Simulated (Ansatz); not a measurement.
Frontier orbitals of CH2FNOSi, SMILES `O=C=N[SiH2]F`.

```xyz
7

O    -0.167    3.001   -0.038
C    -0.047    1.850    0.058
N     0.096    0.671    0.184
Si    0.063   -1.016    0.024
F    -0.778   -1.402   -1.270
H     1.442   -1.507   -0.159
H    -0.609   -1.597    1.201
```

The species carries charge 0 and has multiplicity 1. Geometry: relaxed with PBE0-D4/def2-TZVP. It is one conformer, not always the lowest. Basis def2-TZVPP, Ansatz.

```tsv
functional	HOMO (eV)	LUMO (eV)	gap (eV)
PBE	-7.56	-1.25	6.31
BLYP	-7.44	-1.13	6.31
r2SCAN	-7.88	-0.88	7.00
PBE0	-8.95	-0.32	8.63
r2SCAN0	-9.18	-0.08	9.10
CAM-B3LYP	-10.32	0.70	11.02
ωB97X-V	-11.28	1.82	13.10
ωB97M-V	-11.16	1.56	12.72
```

A quarter of exact exchange (PBE0) shifts PBE's HOMO by −1.39 eV and its LUMO by +0.93 eV; full exchange at long range (ωB97M-V) shifts them by −3.60 and +2.81 eV. The gap opens from 6.30 to 12.72 eV, since occupied levels lose self-interaction and empty ones feel all the electrons. A positive LUMO is unbound and depends on the basis.
